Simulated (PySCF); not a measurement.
**Steps of a relaxation of [BiI2]+**

[BiI2]+ (singlet). PySCF 2.14.0, RKS PBE0, Bi def2-SVP with ECP60, I def2-SVP with ECP28; non-relativistic Hamiltonian with scalar-relativistic core potentials where named; density fitting; no spin-orbit coupling. Origin of the start: template. Columns: position (Å) and force (eV/Å). Energies are counted from the last step; some of the 6 steps are shown. Forces carry noise of the integration grid, about 0.01 to 0.03 eV/Å.

Run from Python with OMP_NUM_THREADS=2. Where DIIS fails, smearing, a level shift and second-order steps follow.
It took 16 s on 2 threads of Arm Neoverse V1, on a shared host, from the converged density of the start.

```xyz
3
step 0  E = 0.455 eV
Bi    0.0000    0.0000   -0.6292     0.00    0.00   -0.23
I     2.5636    0.0000    0.5181    -0.87    0.00    0.11
I    -2.5636    0.0000    0.5181     0.87    0.00    0.11
```

```xyz
3
step 2  E = 0.032 eV
Bi    0.0000    0.0000   -0.9109     0.00    0.00    0.00
I     2.2427    0.0000    0.6589    -0.29    0.00    0.00
I    -2.2427    0.0000    0.6589     0.29    0.00    0.00
```

```xyz
3
step 3  E = 0.001 eV
Bi    0.0000    0.0000   -0.9961     0.00    0.00    0.11
I     2.1301    0.0000    0.7015    -0.04    0.00   -0.06
I    -2.1301    0.0000    0.7015     0.04    0.00   -0.06
```

Where does the relaxation end?

It converges at step 5 in C2v:
```xyz
3
step 5  E = 0
Bi    0.0000    0.0000   -0.9840
I     2.1377    0.0000    0.6955
I    -2.1377    0.0000    0.6955
```

How did the contacts change?


```
   contact  start (Å)  end (Å)
Bi1–I2 (I)      2.809    2.719
Bi1–I3 (I)      2.809    2.719
```
